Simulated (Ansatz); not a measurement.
Consider the formal exchange of groups at a C–Ge bond: `[CH3][GeH2][AlH][Cl]` + `CCOC(=O)OC` → `CCCOC(=O)OC` + `[Cl][AlH][GeH3]`.

Calculated with Ansatz (gas phase, PBE0-D4/def2-TZVP geometries, no zero-point term in ΔE). CBS: MP2 limit from def2 TZ/QZ plus the TZ coupled-cluster correction, frozen cores. DFT in def2-TZVPP. For Ge outer-core shells are correlated without core-valence functions, which leaves a few kJ/mol of doubt a bond. Scalar relativity is left out up to krypton. Each species was taken in one conformer, which may not be the lowest.

`[CH3][GeH2][AlH][Cl]`:

```xyz
10

C     0.130    1.560    0.483
Ge   -0.574   -0.266    0.612
Al    0.343   -1.767   -1.124
Cl    1.582   -0.874   -2.577
H    -0.316    2.190    1.253
H     1.212    1.556    0.611
H    -0.100    1.982   -0.496
H    -2.115   -0.226    0.499
H    -0.271   -0.833    2.018
H     0.108   -3.323   -1.280
```

`CCOC(=O)OC`:

Cartesian coordinates in Å:
```
C -1.621 1.768 0.080
C -1.264 0.790 -1.012
O 0.122 0.429 -0.962
C 0.432 -0.537 -0.106
O -0.334 -1.144 0.594
O 1.747 -0.727 -0.159
C 2.233 -1.747 0.705
H -2.663 2.077 -0.029
H -1.502 1.310 1.062
H -0.992 2.659 0.023
H -1.869 -0.116 -0.945
H -1.390 1.233 -2.000
H 1.784 -2.709 0.456
H 2.008 -1.510 1.746
H 3.308 -1.777 0.547
```

`CCCOC(=O)OC`:

Z-matrix (Å, degrees):
```
C
C 1 1.519
H 1 1.093 2 111.4
H 1 1.091 2 111.0 3 119.9
H 1 1.093 2 111.4 3 -120.1
C 2 1.507 1 111.4 3 60.1
H 2 1.094 1 110.4 3 -61.1
H 2 1.094 1 110.3 3 -178.8
O 6 1.431 2 107.9 1 -180.0
H 6 1.094 2 111.6 1 60.2
H 6 1.094 2 111.6 1 -60.1
C 9 1.327 6 115.0 2 -179.9
O 12 1.202 9 126.2 6 0.0
O 12 1.330 9 108.1 6 -180.0
C 14 1.423 12 114.5 9 -180.0
H 15 1.088 14 105.6 12 -180.0
H 15 1.091 14 110.7 12 -60.4
H 15 1.091 14 110.7 12 60.5
```

`[Cl][AlH][GeH3]`:

```xyz
7

Cl    1.474   -2.150    1.346
Al    0.226   -1.357   -0.148
Ge   -0.270    1.057   -0.019
H    -0.299   -2.372   -1.239
H    -0.969    1.405    1.308
H     1.023    1.889   -0.083
H    -1.185    1.528   -1.164
```

| level | ΔE (kcal/mol) |
| --- | --- |
| ωB97M-V | 6.3 |
| MP2/def2-TZVPP | 7.7 |

Q: What does CCSD(T)/CBS give? (Estimate.)

A: The calculation gave: +6.7 kcal/mol. The listed levels differ from it by -0.4, 1.0 kcal/mol.

Largest T1 diagnostic among the species: 0.013.

In def2-TZVPP, CCSD(T) changes the Hartree–Fock value by +2.1 kcal/mol (the triples alone add +0.4 kcal/mol) and MP2 by +3.0 kcal/mol.
